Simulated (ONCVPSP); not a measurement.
# Before and after: ONCV potential for Pb

* Element: Pb (Z = 82)
* Generator: ONCVPSP 4.0.1
* Type: optimised norm-conserving Vanderbilt (ONCV)
* Functional: LDA (Perdew-Zunger)
* Relativity: scalar-relativistic
* Frozen core: [Xe]
* Valence charge: 28
* Reference configuration: 4f14 5d10 6s2 6p2
* Partial waves: 6s: rc 1.80 bohr, ncon 3, nbas 8, qcut 2.8 1/bohr, 2 projectors, debl 2.6 Ha; 6p: rc 2.85 bohr, ncon 4, nbas 9, qcut 3 1/bohr, 1 projector; 5d: rc 1.65 bohr, ncon 3, nbas 8, qcut 9.1 1/bohr, 3 projectors, debl 2.8 Ha; 4f: rc 0.70 bohr, ncon 5, nbas 10, qcut 26.3 1/bohr, 2 projectors, debl 1.8 Ha
* Local potential: polynomial inside 0.50 bohr (lpopt 5, dvloc0 6 Ha)
* Core correction: Teter function, fcfact 3, rcfact 1.75

In the f channel the program set the typed energies aside and used -4.897, 0.250 Ha.

All-electron outer shells of the reference configuration (LDA (Perdew-Zunger), scalar-relativistic, ld1.x):

| shell | level (eV) | outermost node (bohr) | outermost maximum (bohr) |
| --- | --- | --- | --- |
| 5s | -144.42 | 0.45 | 0.78 |
| 4f | -133.26 | – | 0.35 |
| 5p | -85.96 | 0.49 | 0.88 |
| 5d | -21.29 | 0.52 | 1.07 |
| 6s | -12.32 | 1.01 | 1.95 |
| 6p | -3.71 | 1.18 | 2.63 |

Change: all radii but the core radius scaled by about 1.35 (s 2.42, p 3.84, d 2.22, f 0.94 bohr); local potential polynomial inside 0.68 bohr (lpopt 5, dvloc0 6 Ha).

Cutoffs: the cutoffs (Ha) at which the residual kinetic energy of the hardest occupied pseudo-wave falls to 1 and 0.1 mHa per electron; they do not see the model core or the augmentation charge, which bear on the density cutoff. Errors are all-electron minus pseudo energies relative to the spin-unpolarised reference configuration.

**Question.** Predict the effect on cutoff, ghosts and configuration errors.

**Answer.** The potential gets softer (306 Ha and 329 Ha → 230 Ha and 254 Ha); both files keep a bound ghost (p, s); the number of tests with a reliable result goes from 4 to 2. A larger radius leaves more room for a smooth pseudo-wave, so fewer plane waves are needed.

```csv
quantity,base,changed
"cutoff, loose",306 Ha,230 Ha
"cutoff, tight",329 Ha,254 Ha
loose cutoff by channel,"s 28 Ha, p 3.3 Ha, d 26 Ha, f 306 Ha","s 6.7 Ha, p 1.6 Ha, d 23 Ha, f 230 Ha"
bound ghosts,"s, p","s, p"
GHOST(+) flags under 300 eV,none,none
tests with a reliable result,4 of 4,2 of 4
"error for 4f14 5d10 6s2 6p1, meV [ΔE 6.83 eV]",-4.2,-19
"error for 4f14 5d10 6s2 6p0, meV [ΔE 20.59 eV]",-29,-84
"rms error of d²Exc/dni dnj with the model core, mHa",7.14,6.36
```

 A true bound ghost makes a file unfit for plane-wave use even where its test errors are small: the radial tests pick states by their node count and pass the ghost by.
